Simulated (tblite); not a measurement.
Compound: C₄H₁₀FNSi₂.
Z-matrix (Å and degrees, GFN2-xTB geometry), rows numbered from 1:
```
F 
Si  1  1.6102
N   2  1.7094  1  105.21
C   3  1.4556  2  122.41  1   -29.72
Si  4  1.9103  3  114.74  2   -94.54
C   3  1.4300  2  120.96  1   171.50
C   6  1.4869  3  121.06  2    -3.17
C   7  1.3031  6   64.75  3   107.74
H   2  1.4541  1  106.21  3   116.02
H   2  1.4628  1  102.98  3  -123.82
H   4  1.0899  3  107.71  2    27.91
H   4  1.0975  3  107.92  2   142.59
H   5  1.4660  4  110.25  3   -68.83
H   5  1.4637  4  109.34  3    51.36
H   5  1.4634  4  107.70  3   171.99
H   6  1.0898  3  111.28  2  -152.75
H   7  1.0624  6  145.44  8  -178.51
H   8  1.0623  6  146.63  7   177.96
```

All values are computed: GFN2-xTB (tblite) harmonic vibrations without scaling, gas phase. Errors from tens to a few hundred cm⁻¹ against measured bands are possible. Modes of hydrogen on silicon can be 10 to 20 % off. One conformer, not necessarily the lowest.

Harmonic wavenumbers (cm⁻¹): 45.3, 54.6, 62.7, 105.6, 133.8, 154.0, 212.2, 259.3, 323.8, 463.2, 476.4, 502.1, 535.2, 550.7, 577.8, 673.2, 692.5, 733.1, 741.3, 756.5, 764.7, 779.5, 799.9, 802.3, 806.4, 830.0, 843.6, 920.5, 956.0, 1024.1, 1080.8, 1155.1, 1236.2, 1275.6, 1315.4, 1351.8, 1470.8, 1752.2, 2244.2, 2247.5, 2266.8, 2270.0, 2333.5, 2886.9, 2937.0, 2989.9, 3213.4, 3235.8.

A = 1494, B = 1307, C = 794.4 MHz; mass 147.034 u (most abundant isotopes); point group C1, symmetry number 1.

**Question.** What is the zero-point energy?

**Answer.** ½Σν̃ = 26922 cm⁻¹ = 76.97 kcal/mol.

**Question.** What is S at 400 K and 1 bar for an ideal gas of classical rigid rotors and harmonic oscillators?

**Answer.** Translation 42.35, rotation 30.59, vibration 46.86: S = 119.8 cal/(mol K).

**Question.** And Cp and H(400 K) − H(0)?

**Answer.** Cp = 53.23 cal/(mol K), of which vibrations give 45.28 (their classical limit is 48 R = 95.4); H(400 K) − H(0) = 12.63 kcal/mol without the zero-point energy, 9.45 from vibrations.

**Question.** What must be added to the electronic energy to get the Gibbs energy at 400 K and 1 bar?

**Answer.** ZPE + [H(400 K) − H(0)] − T·S = 76.97 + 12.63 − 47.92 = 41.68 kcal/mol.

**Question.** How do the functions run with temperature in this model?

**Answer.** 
```json
{"T (K)": "50", "S (cal/(mol K))": "61.1", "Cp (cal/(mol K))": "15.2", "H − H(0) (kcal/mol)": "0.55", "G − H(0) (kcal/mol)": "-2.50", "ln q(vib)": "0.82"}
{"T (K)": "100", "S (cal/(mol K))": "73.5", "Cp (cal/(mol K))": "20.6", "H − H(0) (kcal/mol)": "1.46", "G − H(0) (kcal/mol)": "-5.89", "ln q(vib)": "2.47"}
{"T (K)": "298.15", "S (cal/(mol K))": "105.7", "Cp (cal/(mol K))": "43.1", "H − H(0) (kcal/mol)": "7.70", "G − H(0) (kcal/mol)": "-23.80", "ln q(vib)": "8.64"}
{"T (K)": "373.15", "S (cal/(mol K))": "116.2", "Cp (cal/(mol K))": "50.8", "H − H(0) (kcal/mol)": "11.23", "G − H(0) (kcal/mol)": "-32.12", "ln q(vib)": "10.89"}
{"T (K)": "500", "S (cal/(mol K))": "132.5", "Cp (cal/(mol K))": "60.9", "H − H(0) (kcal/mol)": "18.35", "G − H(0) (kcal/mol)": "-47.92", "ln q(vib)": "14.63"}
{"T (K)": "750", "S (cal/(mol K))": "160.0", "Cp (cal/(mol K))": "74.1", "H − H(0) (kcal/mol)": "35.37", "G − H(0) (kcal/mol)": "-84.60", "ln q(vib)": "21.54"}
{"T (K)": "1000", "S (cal/(mol K))": "182.5", "Cp (cal/(mol K))": "82.4", "H − H(0) (kcal/mol)": "55.01", "G − H(0) (kcal/mol)": "-127.50", "ln q(vib)": "27.79"}
```

q(vib) and H(0) count from the zero-point level.

**Question.** Blend soft modes into free rotors: weight 1/[1 + (100 cm⁻¹/ν̃)⁴] for the oscillator and the rest for a rotor with moment μB/(μ + B), μ = h/(8π²ν), B = 10⁻⁴⁴ kg m². What vibrational entropy results?

**Answer.** 42.16 cal/(mol K) in place of 46.86, which changes −T·S at 400 K by +1.88 kcal/mol.

**Question.** Which modes carry the vibrational entropy at 400 K?

**Answer.** 45.3 cm⁻¹: 5.59; 54.6 cm⁻¹: 5.22; 62.7 cm⁻¹: 4.95; 105.6 cm⁻¹: 3.92; 133.8 cm⁻¹: 3.46; 154.0 cm⁻¹: 3.19 cal/(mol K); the other 42 give 20.52 together.

Hindered rotation and anharmonicity are outside this model. Other conformers, if any are populated, would add a mixing term that is left out. The structure is chiral; the term R ln 2 for an equal mix with its mirror image is left out.
